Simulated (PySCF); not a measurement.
Computed data (PySCF): coordinates at the GFN2-xTB level, shielding tensors at PBE0/pcSseg-1 (GIAO). A single conformation, non-relativistic Hamiltonian, gas phase, averaged over atoms made equivalent by symmetry, fast rotation or ring inversion.

Scale: 1H, 13C vs TMS (reference shieldings calculated alike). Shifts are as computed. Against solution values, carbons near 30 ppm lie about +3 ppm off and those near 130 ppm about +5 ppm; carbons on Cl a further +6 ppm. Of 1211 compounds with measured shifts, 218 miss one by over three times the rms of a fit or turn the order of signals round; such compounds aren't used in these exercises. Carbons bonded to Cl come out too deshielded.

(1) Order these molecules by the shift of their most deshielded carbon-bound hydrogen, lowest δ first.
A. CCc1nnccc1C
B. CC(C)(C)[P@@]1(=O)C=C1F
C. C/C=N\CC
D. CC/C=C\Cl
E. C=[P@]1(C)C(C)=C1OC

(2) Order these molecules by the shift of their most shielded carbon-bound hydrogen, lowest δ first.
A. CC(C)(C)[P@@]1(=O)C=C1F
B. CCc1nnccc1C
C. C=[P@]1(C)C(C)=C1OC

(3) How many 13C and 1H signals does each give (equivalence by symmetry and fast rotation, but not about amide C–N or C=N bonds)? `CC/C=C\Cl`, `C=[P@]1(C)C(C)=C1OC`, `ClC1CCC1`, `C/C=N\CC`, `CC(C)(C)[P@@]1(=O)C=C1F`, `CCc1nnccc1C`

## Answers

(1) E (4.16 ppm, hydrogen on a methyl carbon bonded to O), D (6.10 ppm, hydrogen on an alkene CH), B (6.87 ppm, hydrogen on an alkene CH), C (7.75 ppm, hydrogen on a C=N carbon), A (9.35 ppm, hydrogen on an aromatic CH next to a ring nitrogen).

(2) C (0.34 ppm, hydrogen on a carbon double-bonded to a heavier main-group atom), A (1.30 ppm, hydrogen on a methyl carbon), B (1.84 ppm, hydrogen on a methyl carbon).

(3) CC/C=C\Cl: 4 C, 4 H; C=[P@]1(C)C(C)=C1OC: 6 C, 4 H; ClC1CCC1: 3 C, 5 H; C/C=N\CC: 4 C, 4 H; CC(C)(C)[P@@]1(=O)C=C1F: 4 C, 2 H; CCc1nnccc1C: 7 C, 5 H.
